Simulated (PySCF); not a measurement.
ClH₂Si, SMILES [SiH2]Cl, multiplicity 2.

Coordinates come from a B3LYP-D3(BJ)/def2-TZVP optimisation. The isomer is the one that the SMILES or the coordinates give; other isomers of the formula were not compared.

These are PySCF with B3LYP-D3(BJ)/def2-TZVP values and carry that method's errors.

Frequencies are harmonic and unscaled.

```json
[
 {"mode": "1", "ν (cm⁻¹)": "531", "IR (km/mol)": "68.8", "moving atoms (share of kinetic energy)": "Si 51 %, Cl 46 %"},
 {"mode": "2", "ν (cm⁻¹)": "648", "IR (km/mol)": "13.7", "moving atoms (share of kinetic energy)": "H 93 %"},
 {"mode": "3", "ν (cm⁻¹)": "728", "IR (km/mol)": "66.9", "moving atoms (share of kinetic energy)": "H 89 %, Si 10 %"},
 {"mode": "4", "ν (cm⁻¹)": "922", "IR (km/mol)": "86.0", "moving atoms (share of kinetic energy)": "H 96 %"},
 {"mode": "5", "ν (cm⁻¹)": "2176", "IR (km/mol)": "58.8", "moving atoms (share of kinetic energy)": "H 98 %"},
 {"mode": "6", "ν (cm⁻¹)": "2216", "IR (km/mol)": "115.6", "moving atoms (share of kinetic energy)": "H 95 %"}
]
```
